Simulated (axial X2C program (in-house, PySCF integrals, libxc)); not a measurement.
**Levels of InH⁺ by electron attachment to InH²⁺ (EOM-EA-CCSD)**

Computed with an in-house all-electron X2C program for linear molecules (integrals from PySCF): two-component X2C with atomic mean-field Coulomb and Gaunt terms, Gaussian nuclei, basis In dyall-acv3z, H dyall-av3z with contracted cores.

R = 1.853 Å (near the PBE0 minimum at charge 1 of the determinant lowest at the starting distance; the state shown can have its own minimum elsewhere).

Hartree–Fock spinors of InH²⁺ (one of each Kramers pair; a window near the gap, which can cut inner shells):

```tsv
ω	occupied	ε (eV)	character
1/2	yes	-26.89	42% In s, 41% H s, 9% H p
1/2	no	-15.35	42% In p, 30% In s, 20% H s
1/2	no	-11.62	85% In p, 11% H p, 4% H d
3/2	no	-11.39	85% In p, 11% H p, 3% H d
1/2	no	-8.00	38% In d, 27% In p, 15% H p
1/2	no	-6.62	54% In s, 29% H s, 12% In d
1/2	no	-5.90	83% In d, 16% H p
```

Levels of InH⁺ obtained by attaching an electron to InH²⁺:

| Ω | binding energy (eV) | above lowest (cm⁻¹) | attached spinor | one-particle weight |
| --- | --- | --- | --- | --- |
| 1/2 | 16.157 | 0 | 39% In pσ, 31% In sσ, 22% H sσ | 0.95 |
| 1/2 | 12.479 | 29666 | 85% In pπ, 10% H pπ | 0.96 |
| 3/2 | 12.222 | 31746 | 85% In pπ, 11% H pπ | 0.96 |

Problem. Take the first Ω = 1/2 and Ω = 3/2 rows of π character: how far apart are they, and which lies lower?

Solution. E(3/2) − E(1/2) = 31746 − 29666 = 2080 cm⁻¹ at EOM-EA-CCSD: regular, Ω = 1/2 lower. Splittings at this level can be off by ten to twenty per cent.

This point took 18 s on 1 thread of Intel(R) Xeon(R) Processor @ 2.30GHz, with other jobs on the host.

Reference electrons by ω block (each with its −ω partner): 1/2: 15, 3/2: 7, 5/2: 2. 12 electrons of InH²⁺ correlated (inner shells frozen), 92 natural virtual spinors (a truncated set); levels can be off by some tenths of an eV. Roots sought by Ω: (1/2: 5, 3/2: 4, 5/2: 2, 7/2: 1); rows need 60 % one-particle weight and stop where some Ω has no more roots. Missing are any skipped roots, higher Ω and states of a further excitation; these come out far too high here and may in truth be low or lowest. T1 of the reference 0.024 (Lee–Taylor). The reference was not checked to be the lowest state of its species. Number of frozen shells: In 4 s, 3 p, 1 d; H none. Large amplitudes in the reference (orbital relaxation or multireference character) lower the reliability.
